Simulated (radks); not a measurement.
Values are calculated unless marked as measured or tabulated.
Question: The table gives one normalised radial function P(r) = r R(r) of Bi67+ in [Ne] 3s2 3p4 (r in bohr). Level of theory: scalar-relativistic Kohn-Sham, LB94 model potential, spin-polarised, spherical densities, finite nucleus; open shells are filled with parallel spins first (spin-orbit coupling, left out, can overturn this in heavy ions); Fermi nuclear charge, rms radius 5.5211 fm (a radial shooting solver on a logarithmic mesh with Libxc functionals).

r	P
0.0006734	0.3438
0.0008358	0.4022
0.001037	0.4684
0.001287	0.5428
0.001598	0.6248
0.001983	0.7134
0.002442	0.8027
0.00303	0.8955
0.003761	0.9820
0.004668	1.0525
0.005793	1.0938
0.007132	1.0896
0.008852	1.0191
0.01099	0.8587
0.01363	0.5883
0.01692	0.1982
0.021	-0.2987
0.02586	-0.8322
0.03209	-1.3482
0.03983	-1.6801
0.04943	-1.6557
0.06135	-1.1402
0.07614	-0.1311
0.09375	1.1082
0.1164	2.2666
0.1444	2.8462
0.1792	2.6352
0.2224	1.8397
0.2761	0.9458
0.3399	0.3567
0.4218	0.0855
0.5236	0.0123

Which n and l does it have? It may be an empty orbital.

Answer: n = 3, l = 0: the number of nodes gives n - l - 1 = 2, the rise at small r (about r^(l+1), flatter next to the nucleus through relativity) gives l, and the extent must fit the shell. The curve is that of 3s down; the table hardly tells the two spins apart. 3s down: eigenvalue -8713.2 eV, 2 radial nodes at r = 0.0185, 0.0779 bohr, <r> = 0.160 bohr, 90 % of the charge inside 0.233 bohr.
